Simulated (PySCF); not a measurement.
## Electron correlation in Ge (germanium, neutral)

[Ar] 3d10 4s2 4p2, high-spin 3P determinant. Calculation: PySCF 2.14, in x2c-SVPall (5s4p3d, 32 functions); the spin-free X2C one-electron Hamiltonian (Gaussian nucleus). Frozen: [Ar] 3d10; 4 electrons correlated.

MP2 pair energies summed by pair of shells (mhartree):

```
 pair  energy  share (%)
4s-4p  -23.76       58.2
4s-4s  -13.21       32.4
4p-4p   -3.87        9.5
```

Total MP2 correlation energy: -40.84 mhartree.

Same-spin part -6.85 and opposite-spin part -33.99 mhartree; SCS-MP2 scales them by 1/3 and 6/5 to -43.07 mhartree.

```csv
level,correlation energy (mhartree)
CCSD,-56.37
(T),-0.81
CCSD(T),-57.18
```

Diagnostics: T1 = 0.0078, D1 = 0.0213, largest double amplitude 0.096.

Question: Is a single reference adequate?

Answer: Mostly. T1 lies below 0.03, but a double amplitude of this size points to a near-degeneracy that CCSD handles and MP2 describes poorly.
